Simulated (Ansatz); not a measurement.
Method: Ansatz (a program for electronic structure) with frozen-core CCSD(T)/cc-pVTZ // B3LYP-D3(BJ)/def2-TZVP.

Ansatz 0.2 input:
```yaml
crystal:
  periodic: [false, false, false]
  atoms:
    - { symbol: Ge, position_ang: [0.000765, -0.001976, 0.361787] }
    - { symbol: H, position_ang: [-1.109323, -0.957784, -0.123481] }
    - { symbol: H, position_ang: [-0.275756, 1.440337, -0.112155] }
    - { symbol: H, position_ang: [1.384316, -0.480577, -0.12615] }
basis:
  gaussian: { orbitals: cc-pVTZ }
correlation:
  method: ccsd_t
magnetization:
  spin_polarized: true
  initial_magnetization: 1
```

Output:

```
Functional definition: HF
505 factors; integrals over basis functions are off by at most 8.7e-4 eV
mean field evaluation 1: about -56520.3657 eV, gradient 7.0e0 eV
mean field evaluation 2: about -56520.3666 eV, gradient 7.0e0 eV
mean field evaluation 4: about -56520.9848 eV, gradient 1.1e0 eV
mean field evaluation 8: about -56520.9948 eV, gradient 3.2e-3 eV
mean field evaluation 16: about -56520.9944 eV, gradient 1.2e-1 eV
mean field -56520.99479932 eV, -2077.1082475687 hartree, gradient 6.2e-6 eV, S^2 0.754792; 0 other end points of the search recorded, 0 dependent functions left out
9 core orbitals not correlated
reference -56520.99479932 eV, -2077.1082475687 hartree; 9, 8 occupied and 67, 68 virtual orbitals, 505 factors
second order -5.23761508 eV of doubles, -0.00000000 eV of singles
cycle   1  -5.54675142 eV  change   -3.1e-1 eV  update   6.6e-2
cycle   2  -5.81046756 eV  change   -2.6e-1 eV  update   2.2e-2
cycle   3  -5.83904301 eV  change   -2.9e-2 eV  update   9.1e-3
cycle   4  -5.83876126 eV  change    2.8e-4 eV  update   2.8e-3
cycle   5  -5.83845039 eV  change    3.1e-4 eV  update   8.3e-4
cycle   6  -5.83822445 eV  change    2.3e-4 eV  update   3.4e-4
cycle   7  -5.83834532 eV  change   -1.2e-4 eV  update   1.2e-4
cycle   8  -5.83836280 eV  change   -1.7e-5 eV  update   3.7e-5
cycle   9  -5.83835968 eV  change    3.1e-6 eV  update   1.2e-5
perturbative correction -0.20610518 eV, -0.0075742258 hartree
Total energy: -56527.03926418 eV, -2077.3303775554 hartree
```

Cost: about 7 core-seconds (a rough figure).
